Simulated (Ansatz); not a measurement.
System: C$_{3}$H$_{3}$F$_{2}$, net charge 0, doublet state. It need not be the lowest isomer of its formula. SMILES: C=C[C](F)F
Coordinates optimised at B3LYP-D3(BJ)/def2-TZVP (Ansatz, a program for electronic structure):
```xyz
8

C      1.9151    -0.5032    -0.2980
C      0.8455    -0.2162     0.5289
C     -0.4094     0.1079     0.1011
F     -1.4231     0.3801     0.9059
F     -0.7732     0.1915    -1.1665
H      1.8173    -0.4874    -1.3737
H      2.8773    -0.7509     0.1224
H      0.9644    -0.2375     1.6049
```
Charge 0, spin multiplicity 2.

Computed values are from Ansatz. Correlated levels leave the core frozen unless marked. Open shells are spin-unrestricted. Spin-orbit coupling is left out. Non-relativistic. CBS marks a two-point X^-3 extrapolation of the correlation energy; Hartree-Fock from the larger set.

The UHF reference is spin-contaminated (<S^2> 0.19 over the pure value in the largest basis). 

What is the dipole moment at CCSD(T)/aug-cc-pVDZ?

1.25 D.

What is the atomisation energy De at CCSD(T)/CBS(cc-pVTZ,cc-pVQZ)?

783.0 kcal/mol.

What is the T1 diagnostic at CCSD/cc-pVQZ?

0.024.

What is the total energy at CCSD(T)/CBS(cc-pVTZ,cc-pVQZ)?

-315.4481 Eh.
